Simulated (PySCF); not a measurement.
Delta-SCF ions had no search for a lower state. Excitations are Tamm–Dancoff values on a coarser integration grid. The basis has no diffuse functions, so Rydberg states are missing or too high.

# C4H9N, SMILES `N(C=C)(C)C` (C–C–N–C torsion 6°) (charge 0, multiplicity 1)

Level of theory: TPSSh-D3(BJ)/def2-TZVP // B3LYP-D3(BJ)/def2-TZVP (PySCF).

```yaml
HOMO: -4.99 eV
dipole_moment: 1.60 D
LUMO: 0.59 eV
HOMO–LUMO gap: 5.58 eV
S1 excitation (TDA): 5.59 eV
S1 oscillator strength: 0.050
brightest of the four lowest singlets (TDA): 6.24 eV
T1 excitation (TDA): 4.02 eV
S1–T1 gap (TDA): 1.57 eV
vertical ionisation energy (Delta-SCF): 7.49 eV
total_energy: -212.6684 Ha
cost: about 11 core-minutes (a rough figure)
```

```xyz
14

C      2.0783     0.1520    -0.0903
C      0.9812    -0.3598     0.4822
N     -0.3246     0.0540     0.3224
C     -0.5970     1.0789    -0.6584
C     -1.3660    -0.9384     0.4986
H      2.0488     0.9540    -0.8132
H      3.0491    -0.2305     0.1864
H      1.0819    -1.1805     1.1849
H     -1.6381     1.3898    -0.5749
H      0.0374     1.9467    -0.4744
H     -0.4160     0.7359    -1.6881
H     -1.1100    -1.5927     1.3319
H     -2.3121    -0.4459     0.7292
H     -1.5129    -1.5635    -0.3946
```
Charge 0, spin multiplicity 1.
